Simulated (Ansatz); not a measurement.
Consider the redistribution: `[SiH3][O][Cd][Cl]` + `C[SiH](N)BF` → `N[SiH]([SiH3])BF` + `C[O][Cd][Cl]`.

Computed with Ansatz on PBE0-D4/def2-TZVP structures; ΔE is electronic, products minus reactants. CCSD(T)/CBS is the MP2 limit (def2-TZVPP, def2-QZVPP) plus CCSD(T) − MP2 in def2-TZVPP, frozen cores. Elements past krypton have def2 core potentials. For Cd outer-core shells are correlated without core-valence functions, which leaves a few kJ/mol of doubt a bond. One conformer a species, not always the lowest.

```
            species  CCSD/def2-TZVPP energy (Eh)
`[SiH3][O][Cd][Cl]`                   -993.32942
      `C[SiH](N)BF`                   -510.53733
 `N[SiH]([SiH3])BF`                   -761.53826
     `C[O][Cd][Cl]`                   -742.24655
```

(1) Work out ΔE.

Largest T1 diagnostic among the species: 0.016.

Answers

(1) ΔE = (-761.53826) + (-742.24655) − (-993.32942) − (-510.53733) = 0.08194 Eh = +51.4 kcal/mol. CCSD(T)/CBS gives +50.9 kcal/mol.

From PBE to PBE0 (25 % exact exchange), in def2-TZVPP and without D4, ΔE moves by +3.8 kcal/mol. In def2-TZVPP, CCSD(T) changes the Hartree–Fock value by −4.7 kcal/mol (the triples alone add −0.9 kcal/mol) and MP2 by −1.2 kcal/mol.
